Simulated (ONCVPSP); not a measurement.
Cutoff test, chlorine, ONCV

- Element: chlorine
- Generator: ONCVPSP 4.0.1
- Type: optimised norm-conserving Vanderbilt (ONCV)
- Functional: PBE
- Relativity: non-relativistic
- Frozen core: [Ne]
- Valence charge: 7
- Reference configuration: 3s2 3p5
- Partial waves: 3s: rc 1.20 bohr, ncon 5, nbas 9, qcut 5 1/bohr, 2 projectors, debl 1.1 Ha; 3p: rc 1.30 bohr, ncon 4, nbas 8, qcut 6.5 1/bohr, 2 projectors, debl 3 Ha
- Local potential: polynomial inside 1.00 bohr (lpopt 5, dvloc0 1 Ha)
- Core correction: none

Problem. For each optimised wave give the share of its norm inside rc, the residual kinetic energy above qcut (Ha) and the cutoffs (Ha) for errors of 10, 1, 0.1 and 0.01 mHa per electron.

Solution.

```json
{"wave": "3s", "norm inside rc": "0.299", "residual KE": "4.2e-03", "10 mHa": "10.6", "1 mHa": "24.4", "0.1 mHa": "91.6", "0.01 mHa": "156.8"}
{"wave": "s projector 2", "norm inside rc": "0.072", "residual KE": "3.5e-03", "10 mHa": "9.1", "1 mHa": "32.9", "0.1 mHa": "169.6", "0.01 mHa": "203.2"}
{"wave": "3p", "norm inside rc": "0.266", "residual KE": "4.4e-05", "10 mHa": "5.2", "1 mHa": "12.7", "0.1 mHa": "19.4", "0.01 mHa": "34.6"}
{"wave": "p projector 2", "norm inside rc": "0.093", "residual KE": "7.5e-04", "10 mHa": "7.2", "1 mHa": "16.1", "0.1 mHa": "140.1", "0.01 mHa": "164.9"}
```

The occupied waves need 24 Ha and 92 Ha for 1 and 0.1 mHa.
